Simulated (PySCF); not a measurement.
All of these have the formula C4H13NSn. The calculation used TDDFT wB97X-D/def2-SVPD, vertical, gas phase, core orbitals frozen in the response, def2 core potentials past Kr (PySCF). Geometries: PBE0-D3(BJ)/def2-SVP; one conformer of each isolated species. Triplets are in the Tamm–Dancoff approximation. Atoms past krypton carry core potentials; spin–orbit coupling is left out.

A. SnH2Me(NMeEt) (`CC[N](C)[SnH2][CH3]`)
B. SnH3(NEt2) (`CC[N]([SnH3])CC`)
C. SnH3(NHtBu) (`CC(C)(C)[NH][SnH3]`)
D. SnH2Me(NHiPr) (`[CH3][SnH2][NH]C(C)C`)

Lowest singlet levels (six at most, fewer where fewer were computed) with oscillator strengths:

1. 246 nm (f 0.022); 224 nm (f 0.016); 207 nm (f 0.003); 196 nm (f 0.024); 187 nm (f 0.022); 178 nm (f 0.002); T1 4.61 eV
2. 216 nm (f 0.036); 202 nm (f 0.016); 193 nm (f 0.006); 181 nm (f 0.022); 169 nm (f 0.024); 165 nm (f 0.011); T1 5.23 eV
3. 222 nm (f 0.046); 204 nm (f 0.013); 187 nm (f 0.001); 179 nm (f 0.010); 173 nm (f 0.020); 163 nm (f 0.008); T1 5.10 eV
4. 232 nm (f 0.024); 216 nm (f 0.039); 209 nm (f 0.006); 191 nm (f 0.006); 186 nm (f 0.039); 176 nm (f 0.005); T1 4.87 eV

Question: Which spectrum belongs to which structure?

Answer: 1 = B, 2 = D, 3 = C, 4 = A.
- A: S1 at 5.35 eV, HOMO→LUMO+2 (54%), HOMO→LUMO+1 (27%); Löwdin shares by element: HOMO nitrogen 57%, carbon 23% or more (atoms not listed hold the other 20%); LUMO tin 55%, hydrogen 18% or more, carbon 7% or more (atoms not listed hold the other 20%); HOMO -7.66 and LUMO 1.78 eV.
- B: S1 at 5.05 eV, HOMO→LUMO+1 (81%); Löwdin shares by element: HOMO nitrogen 56%, carbon 21% or more (atoms not listed hold the other 23%); LUMO tin 54%, hydrogen 34% or more; HOMO -7.72 and LUMO 1.54 eV.
- C: S1 at 5.59 eV, HOMO→LUMO+1 (87%); Löwdin shares by element: HOMO nitrogen 59%, carbon 15% or more, tin 8% (atoms not listed hold the other 18%); LUMO tin 55%, hydrogen 33% or more; HOMO -8.31 and LUMO 1.54 eV.
- D: S1 at 5.74 eV, HOMO→LUMO+2 (61%), HOMO→LUMO+1 (27%); Löwdin shares by element: HOMO nitrogen 59%, carbon 17% or more, tin 8% (atoms not listed hold the other 17%); LUMO tin 55%, hydrogen 18% or more, carbon 7% or more (atoms not listed hold the other 20%); HOMO -8.16 and LUMO 1.75 eV.
